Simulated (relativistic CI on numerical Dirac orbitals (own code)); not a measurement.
**Radial parameters of Zn3+**

Calculated at this level of theory: Dirac-Coulomb-Breit CI, orbitals from a KLI potential per configuration, model QED (radiative potential, 1s self-energy scaled to tabulated hydrogen-like ionisation energies), valence Slater integrals scaled by 0.85, P86 correlation energy added to each configuration (own radial code, finite nucleus).

Slater integrals F^k, G^k are unscaled and averaged over j, outside the closed core [Ne] 3s2; ζ comes from projecting the Hamiltonian with its Breit term on Σ l·s of the shell.

- 3p⁶3d⁹: ζ(3d) = 1076.7 cm⁻¹; <r>(3d) = 0.811, <r^2>(3d) = 0.8312 (bohr units).
- 3p⁶3d⁸4s: F^2(3d,3d) = 122280, F^4(3d,3d) = 76516, ζ(3d) = 1163.8, G^2(3d,4s) = 13237 cm⁻¹; <r>(3d) = 0.7785, <r^2>(3d) = 0.7601, <r>(4s) = 1.96, <r^2>(4s) = 4.35 (bohr units).
- 3p⁶3d⁸4p: F^2(3d,3d) = 122760, F^4(3d,3d) = 76843, ζ(3d) = 1171.6, F^2(3d,4p) = 25162, G^1(3d,4p) = 9344.5, G^3(3d,4p) = 8347.7, ζ(4p) = 1409.4 cm⁻¹; <r>(3d) = 0.7759, <r^2>(3d) = 0.7538, <r>(4p) = 2.273, <r^2>(4p) = 5.865 (bohr units).

(1) Give the Racah parameters of the d shell in 3p⁶3d⁸4s.

In this model ζ of a weakly bound d, f or g electron outside closed shells comes out too small, for d by up to a factor of two or three and at times with the wrong sign; that of an outer p electron is too small as well.

Correlation outside the listed configurations is missing or only estimated: errors of thousands of cm⁻¹ between configurations and terms are usual at this charge. Rates and lifetimes follow the computed energies and can be off by large factors. The fine structure of a lone outer electron comes out too small, for d and f at times inverted, and misplaced configurations move strength between like terms. 55 of the 58 excited levels that our extract of the measured tables holds in this range could be paired (the sources list more); they are missed by 3687 cm⁻¹ on average and 5893 at most, and levels without a partner can miss by more.

Averages of the first 10 configurations, taken without configuration mixing, which lowers the lowest level and can move excited configurations by several eV; other configurations of the list can lie among them:

| Configuration | Parity | States | Average energy above the lowest level (eV) |
| --- | --- | --- | --- |
| 3p⁶3d⁹ | even | 10 | 0.2 |
| 3p⁶3d⁸4s | even | 90 | 17.8 |
| 3p⁶3d⁸4p | odd | 270 | 27.0 |
| 3p⁶3d⁸4d | even | 450 | 39.0 |
| 3p⁶3d⁸5s | even | 90 | 40.3 |
| 3p⁶3d⁷4s² | even | 120 | 42.4 |
| 3p⁶3d⁸5p | odd | 270 | 43.5 |
| 3p⁶3d⁸4f | odd | 630 | 47.0 |
| 3p⁶3d⁸5d | even | 450 | 48.2 |
| 3p⁵3d¹⁰ | odd | 6 | 83.9 |

Results:

(1) B = F²/49 − 5F⁴/441 = 1628 cm⁻¹ and C = 35F⁴/441 = 6073 cm⁻¹; values fitted to spectra at such low charge are typically 15 to 30 % smaller.
